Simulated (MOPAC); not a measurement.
MOPAC input (PM3):

```
PM3 PRECISE GNORM=0.05 LET XYZ UHF MS=0.5 GEO-OK AUX(PRECISION=9) THREADS=1
B2F3

B    -0.92994411 1    0.36245407 1   -0.52356380 1
F    -2.19740190 1    0.25216418 1   -0.29244463 1
B     0.54962741 1   -0.07742270 1    0.09558151 1
F     1.17597794 1   -1.16277611 1   -0.34738303 1
F     1.23271102 1    0.75226117 1    0.87759560 1
```

Output:

```
 *******************************************************************************
 **                                                                           **
 **                              MOPAC v23.2.5                                **
 **                                                                           **
 *******************************************************************************
 ** MOPAC's Digital Object Identifier: https://doi.org/10.5281/zenodo.6511958 **
 **                                                                           **
 ** Please cite the open-source release paper for use of this MOPAC version:  **
 ** J. E. Moussa and J. J. P. Stewart (2026)                                  **
 ** MOPAC: An open-source semiempirical molecular orbital program             **
 ** J. Open Source Softw., 11(119), 8025, https://doi.org/10.21105/joss.08025 **
 *******************************************************************************

                              PM3 CALCULATION RESULTS

 *******************************************************************************
 *  PM3        - The PM3 Hamiltonian to be used
 *  GEO-OK     - OVERRIDE INTERATOMIC DISTANCE AND OTHER SAFETY CHECKS
 *  UHF        - UNRESTRICTED HARTREE-FOCK CALCULATION
 *  MS=        - IN MECI, MAGNETIC COMPONENT OF SPIN =  0.5
 *  LET        - OVERRIDE SOME SAFETY CHECKS
 *  PRECISE    - TIGHTER CRITERIA TO BE USED
 *  XYZ        - CARTESIAN COORDINATE SYSTEM TO BE USED
 *  GNORM      - EXIT WHEN GRADIENT NORM DROPS BELOW 0.050
 *  AUX        - OUTPUT AUXILIARY INFORMATION
 *******************************************************************************
PM3 PRECISE GNORM=0.05 LET XYZ UHF MS=0.5 GEO-OK AUX(PRECISION=9) THREADS=1
 B2F3

   ATOM   CHEMICAL          X               Y               Z
  NUMBER   SYMBOL      (ANGSTROMS)     (ANGSTROMS)     (ANGSTROMS)

     1       B         -0.92994411  *   0.36245407  *  -0.52356380  *
     2       F         -2.19740190  *   0.25216418  *  -0.29244463  *
     3       B          0.54962741  *  -0.07742270  *   0.09558151  *
     4       F          1.17597794  *  -1.16277611  *  -0.34738303  *
     5       F          1.23271102  *   0.75226117  *   0.87759560  *

          CARTESIAN COORDINATES

    NO.       ATOM           X           Y           Z

     1         B         -0.9299      0.3625     -0.5236
     2         F         -2.1974      0.2522     -0.2924
     3         B          0.5496     -0.0774      0.0956
     4         F          1.1760     -1.1628     -0.3474
     5         F          1.2327      0.7523      0.8776

  B: (PM3): J. J. P. STEWART, J. MOL. MOD., 10, 155-164 (2004)
  F: (PM3): J. J. P. STEWART, J. COMP. CHEM. 10, 209 (1989).

           Empirical Formula: B2 F3  =     5 atoms

      MOLECULAR POINT GROUP   :   Cs

          UHF CALCULATION, NO. OF ALPHA ELECTRONS =   14
                           NO. OF BETA  ELECTRONS =   13

          Geometry optimization using EF

          DIAGONAL MATRIX USED AS START HESSIAN

 CYCLE:     1  GRAD.:    27.487 HEAT: -220.1763
 CYCLE:     2  GRAD.:   127.297 HEAT: -218.9286
 CYCLE:     3  GRAD.:   193.616 HEAT: -206.6043
 CYCLE:     4  GRAD.:    75.241 HEAT: -220.3185
 CYCLE:     5  GRAD.:   117.405 HEAT: -219.3339
 CYCLE:     6  GRAD.:   184.319 HEAT: -215.5478
 CYCLE:     7  GRAD.:   193.042 HEAT: -211.1185
 CYCLE:     8  GRAD.:    29.504 HEAT: -221.2814
 CYCLE:     9  GRAD.:    10.769 HEAT: -221.4574
 CYCLE:    10  GRAD.:     6.154 HEAT: -221.5124
 CYCLE:    11  GRAD.:    33.578 HEAT: -221.3095
 CYCLE:    12  GRAD.:     3.327 HEAT: -221.5185
 CYCLE:    13  GRAD.:     1.977 HEAT: -221.5199
 CYCLE:    14  GRAD.:     0.068 HEAT: -221.5207
 CYCLE:    15  GRAD.:     0.044 HEAT: -221.5207

     GRADIENT =  0.04433 IS LESS THAN CUTOFF =  0.05000

 -------------------------------------------------------------------------------
 PM3 PRECISE GNORM=0.05 LET XYZ UHF MS=0.5 GEO-OK AUX(PRECISION=9) THREADS=1
 B2F3

     GEOMETRY OPTIMISED USING EIGENVECTOR FOLLOWING (EF).
     SCF FIELD WAS ACHIEVED

                              PM3 CALCULATION
                                                       MOPAC v23.2.5 Linux

          FINAL HEAT OF FORMATION =       -221.52069 KCAL/MOL =    -926.84258 KJ/MOL

          COSMO AREA              =         99.19 SQUARE ANGSTROMS
          COSMO VOLUME            =         81.08 CUBIC ANGSTROMS

          GRADIENT NORM           =          0.04433          =       0.01983 PER ATOM
          IONIZATION POTENTIAL    =         11.622568 EV
          ALPHA SOMO LUMO (EV)    =        -11.623  0.301
          BETA  SOMO LUMO (EV)    =        -14.809 -0.988
          NO. OF ALPHA ELECTRONS  =         14
          NO. OF BETA  ELECTRONS  =         13
          MOLECULAR WEIGHT        =         78.6152         POINT GROUP:  Cs

          MOLECULAR DIMENSIONS (Angstroms)

            Atom       Atom       Distance
            F     4    F     2     3.70338
            F     5    F     2     2.08177
            B     1    F     5     0.52965

          SCF CALCULATIONS        =         16

   ATOM   CHEMICAL          X               Y               Z
  NUMBER   SYMBOL      (ANGSTROMS)     (ANGSTROMS)     (ANGSTROMS)

     1       B         -0.96235619  *   0.37613360  *  -0.54347475  *
     2       F         -2.22197068  *   0.25322520  *  -0.29296241  *
     3       B          0.51630970  *  -0.07846251  *   0.09875065  *
     4       F          1.21425443  *  -1.12766835  *  -0.31497397  *
     5       F          1.26858447  *   0.70655803  *   0.85833297  *

                             CARTESIAN COORDINATES

   1    B       -0.962356194     0.376133603    -0.543474745
   2    F       -2.221970685     0.253225197    -0.292962411
   3    B        0.516309705    -0.078462507     0.098750645
   4    F        1.214254425    -1.127668352    -0.314973970
   5    F        1.268584466     0.706558025     0.858332966

           Empirical Formula: B2 F3  =     5 atoms

      MOLECULAR POINT GROUP   :   Cs

          ALPHA EIGENVALUES
 -29.67285 -28.57601 -25.11941 -22.69401 -20.02109 -19.08297 -18.81400 -18.76327
 -18.36525 -17.73363 -16.57629 -16.28919 -15.77157 -11.62257   0.30062   0.37017
   1.34294   3.95014   4.17615   4.22511

           BETA EIGENVALUES
 -28.79092 -28.12195 -24.99179 -22.34180 -19.34141 -19.02826 -18.80139 -18.59941
 -18.22717 -17.59091 -16.51176 -16.28889 -14.80889  -0.98820   0.59628   0.84217
   2.22735   4.19234   4.31179   4.57959

              NET ATOMIC CHARGES AND DIPOLE CONTRIBUTIONS

  ATOM NO.   TYPE          CHARGE      No. of ELECS.   s-Pop       p-Pop
    1          B           0.204005        2.7960     1.46820     1.32780
    2          F          -0.031662        7.0317     1.59153     5.44013
    3          B          -0.045646        3.0456     1.12783     1.91781
    4          F          -0.063346        7.0633     1.58015     5.48319
    5          F          -0.063350        7.0633     1.58015     5.48319
 DIPOLE           X         Y         Z       TOTAL
 POINT-CHG.    -1.474     0.475    -0.675     1.689
 HYBRID        -0.203    -0.356     0.566     0.699
 SUM           -1.677     0.119    -0.109     1.684

          ATOMIC ORBITAL ELECTRON POPULATIONS

     Atom    s        px        py        pz
    1  B   1.46820   0.70606   0.25678   0.36497
    2  F   1.59153   1.75066   1.83774   1.85173
    3  B   1.12783   0.83877   0.60700   0.47204
    4  F   1.58015   1.86036   1.76652   1.85632
    5  F   1.58015   1.84896   1.83808   1.79616

                    (SZ)    =    0.500000
                    (S**2)  =    0.780043

          ATOMIC ORBITAL SPIN POPULATIONS

    Atom   Total    s     px     py     pz
         Atomic
    1  B  0.4262  0.222 -0.041  0.071  0.175
    2  F  0.0666  0.004  0.012  0.012  0.038
    3  B  0.4170  0.231  0.204 -0.007 -0.010
    4  F  0.0451  0.001  0.042  0.001  0.000
    5  F  0.0451  0.001  0.044  0.003 -0.003

 **********************
 *                    *
 * JOB ENDED NORMALLY *
 *                    *
 **********************

 == MOPAC DONE ==
```
